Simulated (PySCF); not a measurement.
prop-2-enylboronamidic acid (C₃H₈BNO), SMILES OB(N)CC=C.

Coordinates come from a PBE0-D3(BJ)/def2-SVP optimisation. The values are those of a single conformer.

Level of theory: PBE0-D3(BJ)/def2-SVP in PySCF.

No scaling factor is applied to the harmonic values.

```tsv
mode	ν (cm⁻¹)	IR (km/mol)	moving atoms (share of kinetic energy)
1	64	0.0	C 33 %, H 27 %, O 26 %, N 13 %
2	87	0.9	C 52 %, H 30 %, N 13 %
3	211	1.5	H 41 %, C 30 %, N 23 %
4	348	8.7	O 35 %, C 28 %, H 19 %, B 10 %, N 8 %
5	393	14.6	H 57 %, C 20 %, B 9 %
6	421	16.7	H 55 %, C 16 %, O 14 %, N 10 %
7	426	43.3	H 76 %, N 11 %, C 9 %
8	472	100.7	H 74 %, B 14 %, C 9 %
9	529	88.8	H 61 %, B 19 %, N 9 %
10	622	34.8	H 75 %, B 12 %, O 9 %
11	650	12.9	H 51 %, C 28 %
12	805	4.7	C 37 %, H 36 %, N 18 %
13	838	8.6	H 51 %, C 28 %, B 18 %
14	888	30.2	H 70 %, N 17 %
15	924	40.3	H 72 %, C 27 %
16	960	0.9	H 53 %, C 43 %
17	1010	122.2	H 63 %, O 23 %, N 9 %
18	1034	11.7	H 89 %, C 10 %
19	1064	10.5	H 70 %, C 26 %
20	1183	1.0	H 65 %, C 25 %
21	1219	2.5	H 60 %, C 36 %
22	1312	0.2	H 80 %, C 20 %
23	1357	157.2	B 55 %, H 24 %, C 13 %
24	1407	7.9	H 88 %, C 10 %
25	1442	22.6	H 79 %, C 15 %
26	1445	236.5	B 54 %, H 28 %, O 11 %
27	1597	224.7	H 64 %, N 21 %, B 14 %
28	1731	24.9	C 88 %, H 12 %
29	3055	11.5	H 94 %
30	3116	4.8	H 91 %, C 9 %
31	3147	15.8	H 94 %
32	3157	4.6	H 92 %
33	3254	10.3	H 89 %, C 11 %
34	3626	29.3	H 96 %
35	3736	38.5	H 91 %, N 9 %
36	3919	40.7	H 94 %
```
